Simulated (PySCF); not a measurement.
Vertical excitations of a molecule CH3F3Si from TDA-CAM-B3LYP/def2-SVPD (PySCF), as energy in eV (oscillator strength): 9.63 (0.179), 10.85 (0.055), 10.85 (0.055), 11.01 (0.000), 11.03 (0.000), 11.03 (0.000), 11.22 (0.015), 11.65 (0.031), 11.65 (0.031), 11.68 (0.134). Lowest triplet (TDA): 9.20 eV. Coordinates come from a ωB97X-D3(BJ)/def2-SVP optimisation. One conformer was computed; it need not be the lowest.

Q: Pick the molecule that these values belong to.
(A) FC[SiH](F)F
(B) FC(F)(F)[SiH3]
(C) C[Si](F)(F)F
(D) F[SiH2]C(F)F

A: C, C[Si](F)(F)F
